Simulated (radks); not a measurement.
Values are calculated unless marked as measured or tabulated.
Excited configurations of neutral dysprosium: one electron is placed in a higher orbital outside [Xe] 4f10 6s1. The ground configuration is [Xe] 4f10 6s2. Level of theory: Dirac Kohn-Sham, BLYP, spin-unpolarised, spherical densities, point nucleus; open shells fill j = l - 1/2 first (a radial shooting solver on a logarithmic mesh with Libxc functionals). Excitation = E - E(ground); binding = E(ion) - E, where the ion is the core of charge +1; n* = 1/sqrt(2 binding) in atomic units, and the quantum defect is n - n*.

outer orbital  excitation (eV)  binding (eV)  quantum defect  eigenvalue (eV)  <r> (bohr)
5d3/2                    2.552         3.640           3.067           -0.834       3.864
6p1/2                    2.550         3.643           4.067           -1.713       5.452
6d3/2                    4.823         1.370           2.848           -0.575       11.88
7s1/2                    4.120         2.073           4.438           -1.151       10.05
7p1/2                    4.614         1.579           4.064           -0.859       12.54
7f5/2                    5.681         0.512           1.845           -0.284       39.28

The Delta-SCF ionisation energy is 6.193 eV (NIST Atomic Spectra Database: 5.939 eV, measured). Self-interaction in the functional shifts the binding energies and quantum defects, so they are the method's values and not measured ones. Spin polarisation and multiplet splitting are left out, so open shells lie too high by an amount that depends on their filling.

Beside tabulated values, note that spin-unpolarised runs miss the spin-polarisation part of the exchange energy of open shells.
